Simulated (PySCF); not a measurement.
Identify the compound

An unknown has the formula C3H11N3OSi3. Its calculated NMR data are:

$^{1}$H NMR (500 MHz, computed): δ 8.17 (s, 1H), 6.64 (m, 1H), 6.53 (m, 1H), 6.36 (m, 1H), 5.67 (m, 1H), 5.58 (m, 1H), 5.53 (m, 1H), 5.53 (m, 1H), 5.47 (m, 1H), -0.22 (br s, 1H), -0.61 (br s, 1H).

$^{13}$C{$^{1}$H} NMR (computed): δ 172.1 (CH), 146.2 (CH2), 144.8 (CH).

PySCF calculation with structure optimised with GFN2-xTB and shieldings: GIAO PBE0/pcSseg-1; in vacuum, one conformer, non-relativistic Hamiltonian.

Shifts are taken against calculated references (same method and geometry level): TMS for $^{1}$H (31.72 ppm), $^{13}$C (186.93 ppm).

Problem. What is the structure?

Solution. 
- Rings plus π bonds: 3 (1 ring in the answer).
- 3 carbon signals for 3 carbons: no two carbons are equivalent.
- Carbon types of the structure: 2 × CH, 1 × CH2, leaving 7 H on heteroatoms.
- δC 172.1: amide carbonyl carbon; lone-pair donation from the attached heteroatom keeps it upfield of a ketone carbonyl.
- δC 146.2: terminal =CH2 carbon; the olefinic region.
- δC 144.8: alkene CH; the olefinic region.
- δH 6.64, 6.36: hydrogen on a terminal =CH2 carbon; attached to an sp2 carbon and in the plane of the double bond.
- δH 6.53: hydrogen on an alkene CH; olefinic region.
- δH 5.67: hydrogen on a silicon bonded to C, 2 N, in a 6-membered ring.
- δH -0.22, -0.61: hydrogen on a nitrogen bonded to 2 Si, in a 6-membered ring; exchangeable; this is the value without hydrogen bonding to other molecules.

Structure: SMILES C=C[Si@@H]1N[SiH2]N[SiH2]N1C=O.

The shifts were computed for this structure.

OH and NH positions are those of a molecule without intermolecular hydrogen bonds; in solution they move with solvent, concentration and temperature, and exchange usually removes their couplings. Shifts are as computed. Against solution values, carbons near 30 ppm lie about +3 ppm off and those near 130 ppm about +5 ppm. Of 1211 compounds with measured shifts, 218 miss one by over three times the rms of a fit or turn the order of signals round; such compounds aren't used in these exercises. No couplings were computed; multiplicities are counted from neighbouring protons, with m where these are inequivalent, close in shift, in a saturated or five-membered ring or joined by F or P, and br s for small geminal =CH2 splittings.
